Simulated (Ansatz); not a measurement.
Basis-set extrapolation for `[AlH2][O]C[SiH2][SiH3]` (PBE0-D4/def2-TZVP geometry, frozen core, Ansatz 0.2.0). Multiplicity 1, RHF reference.

```json
{"": "HF", "def2-TZVPP": "-937.850768", "def2-QZVPP": "-937.881764"}
{"": "MP2 correlation", "def2-TZVPP": "-0.744001", "def2-QZVPP": "-0.798530"}
{"": "CCSD(T) correlation", "def2-TZVPP": "-0.841862", "def2-QZVPP": "not run"}
```

Energies in hartree. Use E(X) = E(∞) + A·exp(−7.88·√X) for Hartree–Fock and E(X) = E(∞) + B·X^(−2.97) for correlation, with X = 3 and 4, and add CCSD(T) minus MP2 of the smaller set to the MP2 limit.

Task: What is the CCSD(T) energy at the basis-set limit?

Result: HF limit: -937.881764 + (-0.030996) × 0.13774 = -937.88603. MP2 limit: -0.798530 + (-0.054529) × 0.74074 = -0.83892. Higher-order term: -0.841862 − (-0.744001) = -0.09786. Total: -938.82281 hartree, 341.8 kJ/mol below CCSD(T)/def2-TZVPP.
